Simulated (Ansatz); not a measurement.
Cost and result for the atomization energy of ClFGeH₄OSi, SMILES `F[SiH](Cl)[O][GeH3]` (9 atoms, 8 bonds).

```xyz
9

F     0.2102   -2.4221    0.5580
Si    1.0006   -1.0457    0.5393
Cl    1.9584   -0.9567   -1.2657
O    -0.0068    0.1866    0.7058
Ge   -1.0862    1.1446   -0.3550
H     1.9861   -1.0646    1.6267
H    -2.0151    1.8836    0.6114
H    -1.8476    0.1709   -1.2632
H    -0.1996    2.1035   -1.1574
```

Charge 0, multiplicity 1. Correlated methods include outer-core shells of Ge, which these sets cover unevenly. Scalar relativity is left out up to krypton. Geometry: relaxed with PBE0-D4/def2-TZVP. It is one conformer, not always the lowest. Program: Ansatz. All runs use 4 threads of an Intel Xeon Platinum 8488C on a shared host. Times are those of one run each, without the atoms' runs, and a repeat can differ threefold. Electronic energies, without spin–orbit coupling; frozen cores. CCSD(T)/CBS adds CCSD(T) − MP2 in def2-TZVPP to the MP2 limit, and its time is that of the two runs behind it. T1 = 0.011. With those shells the extrapolation isn't a true limit. B3LYP takes the VWN-RPA correlation (the form of Gaussian; ORCA's B3LYP/G).

CCSD(T)/CBS is a level of theory with its own doubt, some kJ/mol a heavy atom from the limit and from the frozen cores, so smaller differences don't rank the functionals.

```
                             level  functions  wall time  atomization (kJ/mol)  difference from CCSD(T)/CBS  per bond
   PBE-D4/def2-TZVPP (with forces)        250      2.3 s                3074.3                        -34.1      -4.3
                PBE0-D4/def2-TZVPP        250      3.5 s                3030.4                        -78.0      -9.8
r2SCAN-D4/def2-TZVPP (with forces)        250      4.2 s                3091.6                        -16.8      -2.1
 B3LYP-D4/def2-TZVPP (with forces)        250        5 s                3049.2                        -59.2      -7.4
                 B2PLYP/def2-TZVPP        250        6 s                3039.0                        -69.4      -8.7
                ωB97X-V/def2-TZVPP        250      7.5 s                3104.7                         -3.7      -0.5
  ωB97M-V/def2-TZVPP (with forces)        250       10 s                3082.9                        -25.5      -3.2
                    MP2/def2-QZVPP        463       24 s                3144.1                         35.7       4.5
                CCSD(T)/def2-TZVPP        250    2.6 min                3023.2                        -85.2     -10.7
                 CCSD(T)/CBS(def2)          –      3 min                3108.4                          0.0       0.0
```

In def2-TZVPP, CCSD(T) changes the Hartree–Fock value by +746.2 kJ/mol (the triples alone add +44.2 kJ/mol) and MP2 by +815.1 kJ/mol; breaking electron pairs costs correlation energy, which Hartree–Fock lacks. From PBE to PBE0 (25 % exact exchange), in def2-TZVPP and without D4, the atomization energy moves by −40.6 kJ/mol: exact exchange takes away binding that semilocal exchange gives to molecules. The D4 term adds +37.7 kJ/mol with B3LYP and +19.8 kJ/mol with PBE0; it sums over pairs of atoms, weighted by their polarisabilities, and B3LYP, whose exchange is more repulsive, gets the larger term.

For some Ge, Se and Sn compounds the MP2-based and the directly extrapolated limit differ by 10 to 25 kJ/mol.
